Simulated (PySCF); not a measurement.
Computed IR spectrum (relative IR intensity) of a molecule C₂H₇ClSi₃. Geometry optimised at B3LYP-D3(BJ)/def2-SVP. One conformer was computed; it need not be the lowest. Calculation: B3LYP-D3(BJ)/def2-SVP run with PySCF. Frequencies are harmonic and unscaled.

ν (cm⁻¹): 310 (vw), 367 (w), 459 (vw), 484 (vw), 537 (s), 600 (w), 625 (w), 632 (m), 650 (w), 685 (w), 757 (m), 779 (m), 795 (s), 821 (vs), 912 (m), 944 (s), 1131 (w), 1311 (vw), 2204 (s), 2207 (s), 2212 (s), 2221 (s), 2232 (s), 3098 (vw), 3120 (w) (against the strongest line: vs over 80 %, s over 45 %, m over 15 %, w over 4 %, vw less)

Question: Which structure fits?
(A) Cl[SiH2]C1=C[SiH2][SiH2]1
(B) [SiH3][SiH2]C#C[SiH2]Cl
(C) Cl[Si@@H]1C=C[SiH2][SiH2]1
(D) C#C[SiH2][Si@H]([SiH3])Cl

Answer: C, Cl[Si@@H]1C=C[SiH2][SiH2]1
